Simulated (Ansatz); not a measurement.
Cost and result for the atomization energy of C8H13NSi (`CCN([SiH3])c1ccccc1`) (23 atoms, 23 bonds).

```tsv
atom	x (Å)	y (Å)	z (Å)
C1	-0.7801	2.5991	0.0196
C2	0.5441	1.9252	0.3390
N3	0.7402	0.6632	-0.3587
Si4	1.7043	0.6268	-1.8048
C5	0.1013	-0.4785	0.1158
C6	-0.6825	-0.4786	1.2759
C7	-1.2838	-1.6433	1.7251
C8	-1.1340	-2.8385	1.0416
C9	-0.3641	-2.8491	-0.1122
C10	0.2410	-1.6937	-0.5689
H11	-1.6254	1.9462	0.2431
H12	-0.8308	2.8594	-1.0403
H13	-0.8937	3.5178	0.6008
H14	0.6455	1.7617	1.4169
H15	1.3633	2.5924	0.0624
H16	0.9184	0.2249	-3.0030
H17	2.8507	-0.3139	-1.6850
H18	2.2069	2.0104	-1.9864
H19	-0.8335	0.4322	1.8384
H20	-1.8835	-1.6069	2.6279
H21	-1.6096	-3.7438	1.3979
H22	-0.2299	-3.7695	-0.6693
H23	0.8351	-1.7435	-1.4758
```

Charge 0, multiplicity 1. All single points use the PBE0-D4/def2-TZVP geometry. It is one conformer, not always the lowest. Program: Ansatz. All runs use 4 threads of an AMD EPYC 7R13 on a shared host and a share of an NVIDIA H100 80 GB. Times are those of one run each, without the atoms' runs, and a repeat can differ threefold. Electronic energies, without spin–orbit coupling; frozen cores. CCSD(T)/CBS adds CCSD(T) − MP2 in def2-TZVPP to the MP2 limit, and its time is that of the two runs behind it. T1 = 0.011; the RHF reference is unstable towards UHF. B3LYP takes the VWN-RPA correlation (the form of Gaussian; ORCA's B3LYP/G). HSE06 is the plane-wave form, built on full-range PBE exchange.

CCSD(T)/CBS is a level of theory with its own doubt, some kJ/mol a heavy atom from the limit and from the frozen cores, so smaller differences don't rank the functionals.

```csv
level,functions,wall time
LDA (SPW92)/def2-TZVPP,503,2.8 s
CCSD(T)/def2-SVP,209,3.2 s
CAM-B3LYP-D4/def2-TZVPP,503,3.3 s
r2SCANh-D4/def2-TZVPP,503,3.5 s
PBE-D4/def2-TZVPP (with forces),503,3.9 s
HSE06-D4/def2-TZVPP,503,4 s
revPBE-D4/def2-TZVPP,503,4.1 s
B3LYP-D4/def2-TZVPP (with forces),503,4.3 s
B2PLYP/def2-TZVPP,503,5.5 s
ωB97X-V/def2-TZVPP,503,6 s
MP2/def2-QZVPP,973,8 s
CCSD(T)/def2-TZVPP,503,45 s
CCSD(T)/CBS(def2),–,53 s
```

(1) What atomization energy does each give, and how far from CCSD(T)/CBS? (An estimate is asked.)

Results:

(1) The calculation gave: 
| level | atomization (kcal/mol) | difference from CCSD(T)/CBS | per bond |
| --- | --- | --- | --- |
| LDA (SPW92)/def2-TZVPP | 2690.7 | 350.3 | 15.2 |
| CCSD(T)/def2-SVP | 2245.8 | -94.6 | -4.1 |
| CAM-B3LYP-D4/def2-TZVPP | 2358.9 | 18.5 | 0.8 |
| r2SCANh-D4/def2-TZVPP | 2344.1 | 3.7 | 0.2 |
| PBE-D4/def2-TZVPP (with forces) | 2410.7 | 70.3 | 3.1 |
| HSE06-D4/def2-TZVPP | 2374.5 | 34.1 | 1.5 |
| revPBE-D4/def2-TZVPP | 2357.6 | 17.2 | 0.7 |
| B3LYP-D4/def2-TZVPP (with forces) | 2352.9 | 12.5 | 0.5 |
| B2PLYP/def2-TZVPP | 2325.1 | -15.3 | -0.7 |
| ωB97X-V/def2-TZVPP | 2350.3 | 9.9 | 0.4 |
| MP2/def2-QZVPP | 2364.5 | 24.1 | 1.0 |
| CCSD(T)/def2-TZVPP | 2285.0 | -55.4 | -2.4 |
| CCSD(T)/CBS(def2) | 2340.4 | 0.0 | 0.0 |

From PBE to PBE0 (25 % exact exchange), in def2-TZVPP and without D4, the atomization energy moves by −35.4 kcal/mol: exact exchange takes away binding that semilocal exchange gives to molecules. The D4 term adds +26.3 kcal/mol with B3LYP and +14.2 kcal/mol with PBE0; it sums over pairs of atoms, weighted by their polarisabilities, and B3LYP, whose exchange is more repulsive, gets the larger term. Leaving LDA and LC-ωPBE aside and taking each functional with its dispersion term where it has one, the values, not all of them listed here, spread over 121.5 kcal/mol, from BHLYP-D4 to PBE-D4. LDA lies +296.6 kcal/mol from PBE without D4, its usual overbinding.
